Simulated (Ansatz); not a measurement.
Ideal-gas functions of C2H4BBr (`BC(=C)Br`) at 400 K and 1 bar, from an Ansatz frequency run at PBE0-D4/def2-TZVP.

Molar mass 118.77 g/mol, point group Cs (symmetry number 1), electronic degeneracy 1, moments of inertia 49.231, 160.31, 209.541 u Å². Harmonic wavenumbers (cm⁻¹, unscaled): 171, 277, 348, 372, 535, 702, 865, 944, 1005, 1009, 1153, 1252, 1419, 1646, 2597, 2696, 3153, 3247.

Use S(trans) = R[1.5 ln M + 2.5 ln T − 1.1517]; rotational temperatures θ = 24.2544 K / I; S(rot) = R[ln(√π/σ · √(T³/θAθBθC)) + 1.5]; for each mode x = 1.438777 ν̃/T, S = R[x/(eˣ − 1) − ln(1 − e⁻ˣ)] and H = RT x/(eˣ − 1); 1 cm⁻¹ = 0.0119627 kJ/mol; R = 8.31446 J/(mol·K).

Task: By hand: the entropy, in J/(mol·K).

Result: Translation 174.5. Rotation: θ = 0.4927, 0.1513, 0.1158 K, giving 111.7. Vibration, mode by mode: 12.49, 8.68, 6.97, 6.49, 4.05, 2.52, 1.58, 1.26, 1.06, 1.05, 0.69, 0.51, 0.31, 0.15, 0.01, 0.01, 0.00, 0.00, in all 47.8. Electronic 0.0. Sum 334.0 J/(mol·K).

Task: By hand: H − E and G − E in kJ/mol, counted from the electronic energy.

Result: Zero-point energy ½ × 23391 × 0.0119627 = 139.9; thermal vibration 11.5; translation, rotation and pV give 4 RT = 13.3. H − E = 164.7 kJ/mol, and G − E = 164.7 − 400 × 334.0/1000 = 31.1 kJ/mol.

Vibration gives 14 % of the entropy.
